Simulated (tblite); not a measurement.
Compound: C10H6O.
Numbering: `[CH:1]#[C:2]/[CH:3]=[CH:4]\[C:5]#[C:6][c:7]1[cH:8][cH:9][cH:10][o:11]1` (hydrogens: H12 on C1; H13 on C3; H14 on C4; H15 on C8; H16 on C9; H17 on C10)

Calculated harmonic vibrations of the isolated species, GFN2-xTB (tblite), most abundant isotopes, no scaling. The method is semi-empirical: single wavenumbers can be off by several per cent or more.

How many normal modes are there?

17 atoms, non-linear: 3N − 6 = 45.

What is the point group of the computed structure, and how do the modes divide by symmetry?

Cs. The vibrations span 31 a′ + 14 a″.

How many distinct wavenumbers does the calculation give?

45: Cs has no degenerate species.

How many fundamentals are allowed in the infrared by symmetry?

45 of 45: in Cs every mode is allowed. All fundamentals are allowed in the Raman spectrum.

Which of the modes above 1550 cm⁻¹ are stretches that can be named?

C=C 1608; C≡C 2238, 2298; =C–H 3043, 3054; aromatic C–H 3164, 3182, 3193; ≡C–H 3397; not assigned to one kind of bond 1551 cm⁻¹.

How large is the harmonic zero-point energy?

½Σν̃ = 25989 cm⁻¹ = 74.3 kcal/mol (45 modes), 38.2 kcal/mol of it from above 1550 cm⁻¹.

What thermal excitation has the softest real mode at 77 K?

29.2 cm⁻¹ is a vibrational temperature θ of 42 K. The population of v = 1 over v = 0 is exp(−θ/T) = 0.58, and the mean quantum number is 1.4.

Treat the ≡C–H stretch at 3397 cm⁻¹ as a diatomic oscillator. What force constant follows, and where would the deuterated bond absorb?

With μ = 0.930 u, k = μ(2πcν̃)² = 632 N/m; the bond's atoms carry 100 % of the mode, and this is an estimate. Deuterium in place of that H would give μ = 1.725 u and 2494 cm⁻¹ in the same model (not computed).

Run on Arm Neoverse N1, one thread, no GPU, shared host. The figure is for the frequency step alone.
